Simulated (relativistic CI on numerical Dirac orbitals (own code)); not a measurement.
**Line list: Electric-dipole lines, Si⁷⁺**

Method of calculation: Dirac-Coulomb-Breit CI, KLI orbitals optimised for each configuration, model QED, valence Slater integrals scaled by 0.9, P86 correlation estimate, and configurations built on the next ion tied to the tabulated ionisation energy (semi-empirical) (own radial code, finite nucleus).

Configurations in the expansion (outside the closed core 1s2): 2s2 2p3, 2s2 2p2 3s, 2s2 2p2 3p, 2s2 2p2 3d, 2s2 2p2 4s, 2s 2p4, 2p5, 2p4 3s, 2p4 3p, 2p4 3d, 2s 2p3 3s, 2s 2p3 3p, 2s 2p3 3d, 2s2 2p2 4p, 2s2 2p2 4d, 2s2 2p2 4f, 2s2 2p 3s2, 2s2 2p 3s 3p, 2s 2p3 4s, 2s2 2p 3p2, 2s2 2p 3s 3d, 2s 2p3 4p, 2s 2p3 4d, 2s 2p3 4f. Levels of other configurations are missing.

```csv
λ vac (nm),Lower,Upper,A (s⁻¹),log gf,S velocity/length
4.9953,2s2 2p3 4S°_3/2 [1],2s2 2p2 4d 4P_3/2 [218],3.18e+11,-0.32,0.96
4.9986,2s2 2p3 4S°_3/2 [1],2s2 2p2 4d 4P_5/2 [216],2.80e+11,-0.20,0.96
5.0531,2s2 2p3 2D°_3/2 [2],2s2 2p2 4d 2F_5/2 [259],2.85e+11,-0.18,1.00
5.0552,2s2 2p3 2D°_5/2 [3],2s2 2p2 4d 2F_7/2 [258],3.29e+11,0.00,1.00
5.1570,2s2 2p3 2D°_5/2 [3],2s2 2p2 4d 2F_7/2 [222],2.43e+11,-0.11,1.00
5.1670,2s2 2p3 2D°_3/2 [2],2s2 2p2 4d 2F_5/2 [217],2.19e+11,-0.28,0.99
5.2279,2s2 2p3 2P°_3/2 [5],2s2 2p2 4d 2D_5/2 [237],2.22e+11,-0.26,0.95
6.1132,2s2 2p3 4S°_3/2 [1],2s2 2p2 3d 4P_1/2 [61],8.93e+11,0.00,0.96
6.1161,2s2 2p3 4S°_3/2 [1],2s2 2p2 3d 4P_3/2 [58],8.77e+11,0.29,0.96
6.1217,2s2 2p3 4S°_3/2 [1],2s2 2p2 3d 4P_5/2 [57],8.54e+11,0.46,0.96
6.1451,2s2 2p3 2P°_1/2 [4],2s2 2p2 3d 2D_3/2 [80],3.52e+11,-0.10,0.99
6.1515,2s2 2p3 2P°_3/2 [5],2s2 2p2 3d 2D_5/2 [79],3.65e+11,0.09,0.99
6.1887,2s2 2p3 2D°_3/2 [2],2s2 2p2 3d 2F_5/2 [72],5.31e+11,0.26,1.00
6.1974,2s2 2p3 2D°_5/2 [3],2s2 2p2 3d 2F_7/2 [71],1.02e+12,0.67,1.01
6.1975,2s2 2p3 2D°_3/2 [2],2s2 2p2 3d 2D_3/2 [70],3.76e+11,-0.06,0.94
6.1976,2s2 2p3 2D°_3/2 [2],2s2 2p2 3d 2D_5/2 [69],3.84e+11,0.12,1.02
6.1988,2s2 2p3 2D°_5/2 [3],2s2 2p2 3d 2D_5/2 [69],3.72e+11,0.11,0.96
6.2864,2s2 2p3 2D°_3/2 [2],2s2 2p2 3d 2D_5/2 [63],1.03e+11,-0.44,0.96
6.2864,2s2 2p3 2P°_3/2 [5],2s2 2p2 3d 2P_3/2 [74],4.08e+11,-0.01,0.92
6.2876,2s2 2p3 2D°_5/2 [3],2s2 2p2 3d 2D_5/2 [63],2.82e+11,0.00,0.92
6.2908,2s2 2p3 2D°_3/2 [2],2s2 2p2 3d 2D_3/2 [62],1.89e+11,-0.35,0.92
6.3194,2s2 2p3 2P°_3/2 [5],2s2 2p2 3d 2F_5/2 [72],3.17e+11,0.06,0.98
6.3260,2s2 2p3 2P°_1/2 [4],2s2 2p2 3d 2D_3/2 [70],2.69e+11,-0.19,0.97
6.3728,2s2 2p3 2D°_5/2 [3],2s2 2p2 3d 2F_7/2 [60],1.75e+11,-0.07,1.00
6.3892,2s2 2p3 2D°_3/2 [2],2s2 2p2 3d 2F_5/2 [56],1.60e+11,-0.23,1.00
6.4212,2s2 2p3 2P°_3/2 [5],2s2 2p2 3d 2D_5/2 [63],2.43e+11,-0.05,0.98
6.4233,2s2 2p3 2P°_1/2 [4],2s2 2p2 3d 2D_3/2 [62],2.55e+11,-0.20,0.98
20.926,2s2 2p2 3p 4D°_7/2 [27],2s2 2p2 4d 4F_9/2 [211],2.43e+10,0.20,1.04
25.015,2s2 2p2 3d 4F_5/2 [45],2s2 2p2 4f 4G°_7/2 [240],2.94e+10,0.34,0.99
25.059,2s2 2p2 3d 4F_3/2 [44],2s2 2p2 4f 4G°_5/2 [233],5.23e+10,0.47,0.99
25.074,2s2 2p2 3d 4F_9/2 [47],2s2 2p2 4f 4G°_11/2 [243],6.99e+10,0.90,1.00
25.125,2s2 2p2 3d 4F_7/2 [46],2s2 2p2 4f 4G°_9/2 [239],5.42e+10,0.71,0.99
25.128,2s2 2p2 3d 4F_5/2 [45],2s2 2p2 4f 2G°_7/2 [234],3.09e+10,0.37,0.99
25.292,2s2 2p2 3d 4D_5/2 [50],2s2 2p2 4f 4F°_7/2 [247],3.92e+10,0.48,0.96
25.338,2s2 2p2 3d 4D_7/2 [54],2s2 2p2 4f 4F°_9/2 [248],5.28e+10,0.71,0.95
25.763,2s2 2p2 3d 2G_7/2 [64],2s2 2p2 4f 2H°_9/2 [274],6.11e+10,0.78,0.99
25.781,2s2 2p2 3d 2G_9/2 [65],2s2 2p2 4f 2H°_11/2 [275],6.49e+10,0.89,0.99
26.252,2s2 2p2 3d 2F_7/2 [60],2s2 2p2 4f 2G°_9/2 [244],3.77e+10,0.59,0.98
26.662,2s2 2p2 3d 4P_5/2 [57],2s2 2p2 4f 4D°_7/2 [223],3.49e+10,0.47,0.93
27.502,2s2 2p2 3d 2D_3/2 [62],2s2 2p2 4f 2F°_5/2 [249],4.27e+10,0.46,0.92
27.547,2s2 2p2 3d 2D_5/2 [63],2s2 2p2 4f 2F°_7/2 [251],4.81e+10,0.64,0.92
97.189,2s2 2p2 3p 2F°_7/2 [38],2s2 2p2 3d 2G_9/2 [65],1.21e+09,0.24,1.22
99.436,2s2 2p2 3p 4D°_7/2 [27],2s2 2p2 3d 4F_9/2 [47],1.07e+09,0.20,1.09
112.58,2s2 2p2 3s 2D_5/2 [21],2s2 2p2 3p 2F°_7/2 [38],7.47e+08,0.06,1.05
115.78,2s2 2p2 3s 4P_5/2 [18],2s2 2p2 3p 4D°_7/2 [27],6.64e+08,0.03,0.93
```

Terms are leading LS components. Brackets give the number of a level in order of energy, since labels repeat. The list gives strong lines, with weight on those to low levels, without configurations that were not tied to measured data, among the lowest 300 of 645 levels, so that lines to higher ones, which can be the strongest, are missing. Levels whose partners in the same complex of configurations lie outside the list can be far off, and so can their lines. Rates are taken at the computed energies, electric ones in the length gauge. A velocity-to-length ratio far from 1 marks an uncertain rate.

Configurations that consist of the next ion and one excited electron were tied to the tabulated ionisation energy; Rydberg ones are usually within 1,000 to 3,000 cm⁻¹ and the lowest ones within about 6,000 (9,000 in d shells), while levels on excited terms of the next ion carry the error of that term, and the other configurations can be misplaced by 10,000 cm⁻¹ or more. Rates follow the energies as ν³ (E1, M1) or ν⁵ (E2), so rates, branching and lifetimes can be off by large factors.
